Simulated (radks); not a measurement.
Results of a calculation; reference values are marked as such.
The oxygen anion O2-, [Ne], held by a Watson sphere: a shell of charge +1.75 at radius R that stands for the Madelung well of a crystal (potential energy -1.75/R inside, -1.75/r outside, in hartree with lengths in bohr). Code: a radial shooting solver on a logarithmic mesh with Libxc functionals. Model: scalar-relativistic Kohn-Sham, PBE, spin-polarised, spherical densities, finite nucleus; Fermi nuclear charge, rms radius of each element as measured or else 0.836 A^(1/3) + 0.57 fm. Response by self-consistent Sternheimer equations with the Hartree and adiabatic LDA kernel, the relativistic mass of each level held fixed and spin-orbit coupling left out. The sphere does not respond.

[
 {"R (bohr)": "1.9", "e(1s) (eV)": "-506.22", "e(2s) (eV)": "-19.832", "e(2p) (eV)": "-5.448", "<r> 2p (bohr)": "1.498", "sum of <r^2> (bohr^2)": "22.02", "X-ray form factor at sin(theta)/lambda = 0.2 1/angstrom": "6.106", "alpha (bohr^3)": "16.66"},
 {"R (bohr)": "2", "e(1s) (eV)": "-506.28", "e(2s) (eV)": "-19.475", "e(2p) (eV)": "-5.174", "<r> 2p (bohr)": "1.522", "sum of <r^2> (bohr^2)": "22.74", "X-ray form factor at sin(theta)/lambda = 0.2 1/angstrom": "6.056", "alpha (bohr^3)": "18.41"},
 {"R (bohr)": "2.82", "e(1s) (eV)": "-506.10", "e(2s) (eV)": "-17.324", "e(2p) (eV)": "-3.337", "<r> 2p (bohr)": "1.699", "sum of <r^2> (bohr^2)": "28.81", "X-ray form factor at sin(theta)/lambda = 0.2 1/angstrom": "5.798", "alpha (bohr^3)": "41.18"},
 {"R (bohr)": "2.83", "e(1s) (eV)": "-506.10", "e(2s) (eV)": "-17.305", "e(2p) (eV)": "-3.319", "<r> 2p (bohr)": "1.701", "sum of <r^2> (bohr^2)": "28.89", "X-ray form factor at sin(theta)/lambda = 0.2 1/angstrom": "5.796", "alpha (bohr^3)": "41.58"},
 {"R (bohr)": "2.87", "e(1s) (eV)": "-506.08", "e(2s) (eV)": "-17.231", "e(2p) (eV)": "-3.249", "<r> 2p (bohr)": "1.709", "sum of <r^2> (bohr^2)": "29.20", "X-ray form factor at sin(theta)/lambda = 0.2 1/angstrom": "5.789", "alpha (bohr^3)": "43.21"},
 {"R (bohr)": "2.96", "e(1s) (eV)": "-506.03", "e(2s) (eV)": "-17.071", "e(2p) (eV)": "-3.096", "<r> 2p (bohr)": "1.727", "sum of <r^2> (bohr^2)": "29.91", "X-ray form factor at sin(theta)/lambda = 0.2 1/angstrom": "5.773", "alpha (bohr^3)": "47.11"},
 {"R (bohr)": "2.99", "e(1s) (eV)": "-506.01", "e(2s) (eV)": "-17.020", "e(2p) (eV)": "-3.046", "<r> 2p (bohr)": "1.732", "sum of <r^2> (bohr^2)": "30.14", "X-ray form factor at sin(theta)/lambda = 0.2 1/angstrom": "5.769", "alpha (bohr^3)": "48.48"},
 {"R (bohr)": "3.3", "e(1s) (eV)": "-505.83", "e(2s) (eV)": "-16.555", "e(2p) (eV)": "-2.584", "<r> 2p (bohr)": "1.792", "sum of <r^2> (bohr^2)": "32.67", "X-ray form factor at sin(theta)/lambda = 0.2 1/angstrom": "5.730", "alpha (bohr^3)": "65.05"}
]
